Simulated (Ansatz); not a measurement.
Molecule: Ge$_{2}$H, charge -1, multiplicity 1. It need not be the lowest isomer of its formula. Whether it binds its extra electron was not tested at this geometry. 
Coordinates optimised at B3LYP-D3(BJ)/def2-TZVP (Ansatz, a first-principles code):
```
Ge
H 1 1.5664
Ge 1 2.1830 2 180.00
```
Charge -1, spin multiplicity 1.

Basis-set convergence of Hartree-Fock and CCSD(T) correlation energies (hartree) with Ansatz. Cores are frozen in the correlated levels unless marked. No spin-orbit coupling. The frozen core is the preceding noble-gas configuration, with the filled d and f shells of earlier blocks. Non-relativistic.

The Hartree-Fock reference is unstable (checked in the largest basis), which strains HF and MP2. 

```csv
basis,functions,E(HF),"E(corr, CCSD(T))",rough core time
aug-cc-pVDZ,81,-4151.22304,-0.23285,under 20 s
aug-cc-pVTZ,141,-4151.36248,-0.26806,21 s
aug-cc-pVQZ,232,-4151.36791,-0.27766,26 s
```

Extrapolating the two largest sets (X = 3 and 4) as X^-3: E(corr) = (64·(-0.27766) - 27·(-0.26806))/37 = -0.2847 Eh, an estimate of the basis-set limit. The largest set recovers 97.5 % of it, the smallest 81.8 %.
